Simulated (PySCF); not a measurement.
Molecule: SMILES COc1scc[n+]1C, [C$_{5}$H$_{8}$NOS]+.

Geometry (Å), atoms numbered from 1 in this order:
```xyz
16

C     2.6164    0.5896    0.1138
O     1.4710   -0.2544    0.0263
C     0.2906    0.2961    0.0209
S    -0.0555    1.9788    0.1263
C    -1.7463    1.6240    0.0603
C    -1.9636    0.3013   -0.0389
N    -0.8125   -0.4461   -0.0665
C    -0.7939   -1.8896   -0.1510
H     2.7011    1.2176   -0.7753
H     3.4713   -0.0797    0.1783
H     2.5669    1.2175    1.0059
H    -2.4690    2.4140    0.0990
H    -2.9181   -0.1891   -0.0952
H    -0.9101   -2.3279    0.8415
H     0.1551   -2.2164   -0.5713
H    -1.6109   -2.2266   -0.7857
```

Total charge +1.

Frames of a GFN2-xTB Langevin trajectory at 400 K; GIAO PBE0/pcSseg-1 shieldings in PySCF 2.14.0 with density-fitted response routines, gas phase, non-relativistic; equivalent atoms averaged within each frame.

References, each an isolated molecule treated in the same way: TMS for 13C (186.93 ppm), 1H (31.72 ppm); H2O for 17O (336.08 ppm); CS2 for 33S (503.73 ppm); NH3 for 15N (267.73 ppm). The references are static minima.

Task: How do the shifts (ppm) fluctuate along the trajectory?

Result: 
```
         time (fs)     C3     C6     C5    C1    C8     O2   S4     N7   H12   H13
               250  193.8  132.9  125.8  79.7  34.8  177.4  291  197.4  7.86  7.06
               425  186.5  135.7  125.8  70.0  32.6  168.8  258  202.5  7.72  7.32
               625  187.0  137.2  130.3  62.4  44.5  183.2  233  203.2  7.83  8.62
               800  179.9  138.2  120.2  62.0  48.0  163.0  201  213.8  8.10  7.31
              1000  188.0  139.8  120.0  70.7  37.6  174.8  212  203.1  7.11  6.98
    mean of frames  187.1  136.8  124.5  68.9  39.5  173.4  239  204.0  7.73  7.46
standard deviation    4.9    2.6    4.4   7.3   6.5    7.8   36    6.0  0.37  0.67
```

5 frames give an uncertainty of the mean of about the standard deviation over 2.2 at best, since frames this close in time may not be independent; classical motion lacks zero-point vibration, and the reference would need the same averaging.
